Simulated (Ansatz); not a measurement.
Species: ScBr, net charge 0, singlet state. 
Geometry from a B3LYP-D3(BJ)/def2-TZVP (Ansatz, a program for electronic structure) optimisation:
SMILES: [Br][Sc]
```xyz
2

Sc     0.0000     0.0000    -1.4938
Br     0.0000     0.0000     0.8963
```

Quantity: vertical ionisation energy (to the doublet state of charge +1; each state is the SCF solution reached for its spin; for the singlet the Hartree-Fock reference is unstable and T1 is 0.019), in eV. Valence correlation only, unless marked. UHF or UKS for open shells. Spin-orbit coupling is left out. The frozen core is the preceding noble-gas configuration, with the filled d and f shells of earlier blocks. No relativistic terms. CBS marks a two-point X^-3 extrapolation of the correlation energy; Hartree-Fock from the larger set.

```json
[
 {"level": "SVWN5/def2-TZVPD", "program": "Ansatz", "vertical ionisation energy (eV)": "…"},
 {"level": "PBE/def2-TZVPD", "program": "Ansatz", "vertical ionisation energy (eV)": "6.20"},
 {"level": "r2SCAN/def2-TZVPD", "program": "Ansatz", "vertical ionisation energy (eV)": "5.88"},
 {"level": "B3LYP/def2-TZVPD", "program": "Ansatz", "vertical ionisation energy (eV)": "6.26"},
 {"level": "CAM-B3LYP/def2-TZVPD", "program": "Ansatz", "vertical ionisation energy (eV)": "…"},
 {"level": "wB97M-V/def2-TZVPD", "program": "Ansatz", "vertical ionisation energy (eV)": "6.26"},
 {"level": "wB97X-V/def2-TZVPD", "program": "Ansatz", "vertical ionisation energy (eV)": "…"},
 {"level": "CCSD/def2-SVPD", "program": "Ansatz", "vertical ionisation energy (eV)": "…"},
 {"level": "CCSD/def2-TZVPPD", "program": "Ansatz", "vertical ionisation energy (eV)": "6.23"},
 {"level": "CCSD/def2-QZVPPD", "program": "Ansatz", "vertical ionisation energy (eV)": "6.20"},
 {"level": "CCSD(T)/CBS(def2-TZVPPD,def2-QZVPPD)", "program": "Ansatz", "vertical ionisation energy (eV)": "6.30"}
]
```

### Question
Some entries are withheld; supply them.

### Answer

- SVWN5/def2-TZVPD, vertical ionisation energy (eV): 6.49
- CAM-B3LYP/def2-TZVPD, vertical ionisation energy (eV): 6.21
- wB97X-V/def2-TZVPD, vertical ionisation energy (eV): 6.04
- CCSD/def2-SVPD, vertical ionisation energy (eV): 6.11
